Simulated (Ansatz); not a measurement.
```xyz
23

Cl    1.663    1.449   -1.893
Zr    0.663    0.081   -0.169
Cl    2.638   -0.923    0.796
C    -0.129   -1.094   -2.272
C    -1.263   -0.799   -1.488
C    -1.195   -1.590   -0.314
C    -0.008   -2.340   -0.365
C     0.656   -2.026   -1.574
C    -1.230    1.292    0.934
C    -0.366    2.293    0.460
C     0.843    2.211    1.190
C     0.717    1.167    2.122
C    -0.552    0.577    1.953
H     0.123   -0.635   -3.215
H    -2.056   -0.115   -1.753
H    -1.927   -1.613    0.479
H     0.355   -3.012    0.397
H     1.617   -2.408   -1.883
H    -2.233    1.101    0.585
H    -0.571    2.984   -0.344
H     1.720    2.819    1.029
H     1.482    0.834    2.805
H    -0.946   -0.253    2.521
```

Charge 0, multiplicity 1. Zr: def2 effective core potential.

(1) List the r2SCAN/def2-TZVPP orbital energies in eV (the Gaussian-basis code of Ansatz). (Estimate.)

Results:

(1) The calculation gave: Occupied: -2752.17, -2752.17, -273.89, -273.89, -273.81, -273.81, -273.78, -273.78, -273.75, -273.75, -273.64, -273.64, -253.57, -253.57, -192.05, -192.05, -192.01, -192.01, -191.98, -191.98, -56.97, -33.80, -33.74, -33.73, -23.78, -23.53, -19.84, -19.76, -19.17, -19.07, -19.07, -18.95, -14.64, -14.61, -14.43, -14.41, -14.18, -13.98, -11.07, -10.59, -10.57, -10.52, -10.51, -10.14, -10.10, -10.07, -9.98, -9.98, -8.45, -8.40, -8.08, -7.97, -7.84, -7.49, -7.31, -6.59, -6.42, -6.16. Lowest empty: -2.48, -1.51, -1.17, -0.78, -0.36, 0.23, 0.29, 0.56.
